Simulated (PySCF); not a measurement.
Compound: C₆H₆O₂S.
SMILES with atom numbers: `[CH3:1][C:2](=[O:3])[O:4][c:5]1[cH:6][cH:7][s:8][cH:9]1` (hydrogens: H10, H11, H12 on C1; H13 on C6; H14 on C7; H15 on C9)

Computed geometry: GFN2-xTB, gas phase.

Problem. What internal coordinates does the optimisation give?

Solution. 
```
                  bond  length (bohr)
                 C1–C2          2.846
                 C2=O3          2.269
                 C2–O4          2.536
                 O4–C5          2.604
                 C5–C6          2.688
                 C6–C7          2.558
                 C7–S8          3.248
                 S8–C9          3.244
                 C5–C9          2.574
C1–H10, C1–H11, C1–H12          2.054
                C6–H13          2.029
                C7–H14          2.024
                C9–H15          2.022
```

Bonds in one row agree within 0.02 bohr and their mean is given. A selection of angles:
```
   angle  degrees
C1–C2–O3    125.2
C1–C2–O4    109.8
O3–C2–O4    125.0
C2–O4–C5    122.8
O4–C5–C6    118.3
O4–C5–C9    128.7
C6–C5–C9    113.1
C5–C6–C7    112.0
C6–C7–S8    112.1
C7–S8–C9     91.7
C5–C9–S8    111.2
```

Dihedral angles: C1–C2–O4–C5 179° (antiperiplanar); C2–O4–C5–C6 179° (antiperiplanar). The mirror-image conformer, all signs reversed, is as good.

The 3 C–O bonds span 1.201 Å (C2=O3, drawn double) to 1.378 Å (O4–C5, drawn single), a spread of 0.177 Å. The 4 C–C bonds span 1.354 Å (C6–C7, aromatic) to 1.506 Å (C1–C2, drawn single), a spread of 0.152 Å. S8 (thiophene-type sulfur) is bent (angle 91.7°). The 9 heavy atoms lie in one plane (0.014 Å rms). The 5-membered ring C5–C6–C7–S8–C9 has internal angles of 91.7° to 113.1° (sum 540°, against 540° for a flat polygon); it is planar, 0.00 Å rms from its mean plane, widest ring torsion 0°. Of the pairs four or more bonds apart, O3···H15 is among the closest relative to their van der Waals radii: 2.28 Å, 84 % of the sum of Bondi's values.

No frequency check. The numbers are those of one conformer.
